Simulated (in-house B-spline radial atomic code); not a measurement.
**Se: [Ar] 3d10 4s2 4p4**

Method: Dirac-Kohn-Sham PBE, spherical fractional occupations, Fermi nucleus of rms radius 4.14 fm. Calculated with an all-electron radial atomic-structure program (B-spline basis).

Effective charges: Z_r = [3n² - l(l+1)]/(2<r>) from the radius, Z_e = n√(-2ε) from the energy, and Slater's rules. Values are occupation-weighted means over j. An effective charge above Z reflects the relativistic contraction of the inner shells.

| shell | electrons | ε (eV) | <r> (bohr) | Z_r | Z_e | Slater |
| --- | --- | --- | --- | --- | --- | --- |
| 1s | 2 | -12501 | 0.04408 | 34.03 | 30.31 | 33.70 |
| 2s | 2 | -1606.4 | 0.1957 | 30.66 | 21.73 | 29.85 |
| 2p | 6 | -1413.3 | 0.171 | 29.23 | 20.38 | 29.85 |
| 3s | 2 | -213.43 | 0.5739 | 23.52 | 11.88 | 22.75 |
| 3p | 6 | -152.98 | 0.5894 | 21.21 | 10.06 | 22.75 |
| 3d | 10 | -53.103 | 0.6307 | 16.65 | 5.93 | 12.85 |
| 4s | 2 | -17.282 | 1.796 | 13.37 | 4.51 | 6.95 |
| 4p | 4 | -6.5145 | 2.302 | 9.99 | 2.77 | 6.95 |

The least bound orbital is 4p3/2 at -6.389 eV, and it is also the most diffuse (<r> = 2.32 bohr).

Spin-orbit splittings of the orbital energies (j = l + 1/2 above j = l - 1/2 when positive): 2p 41.76 eV, 3p 5.872 eV, 3d 0.8945 eV, 4p 0.3752 eV.

For the 1s electron the small component carries 1.52 % of the norm, the zero-frequency Breit interaction raises the level by 19.66 eV, self-energy by 10.32 eV, and vacuum polarisation lowers it by 1.034 eV.
